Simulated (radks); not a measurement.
Values are calculated unless marked as measured or tabulated.
Valence configurations of C (all share [He]). Level of theory: scalar-relativistic Kohn-Sham, PBE, spin-polarised, spherical densities, point nucleus; open shells are filled with parallel spins first (a radial shooting solver on a logarithmic mesh with Libxc functionals). Energies are relative to 2s2 2p2; eigenvalues in eV for spin up.

| valence | E (eV) | moment (Bohr magnetons) | e(2p) | e(2s) |
|---|---|---|---|---|
| 2s2 2p2 | 0.000 | 2 | -6.095 | -14.642 |
| 2s1.5 2p2.5 | 2.484 | 3 | -6.541 | -15.154 |
| 2s1 2p3 | 3.992 | 4 | -6.827 | -15.492 |
| 2p4 | 16.850 | 2 | -7.096 | - |
| 2s0.5 2p3.5 | 10.819 | 3 | -7.135 | -15.785 |

NIST lists [He] 2s2 2p2 as the ground configuration; this level of theory agrees among the configurations tried. The energies are those of spherical high-spin densities, not of single terms.
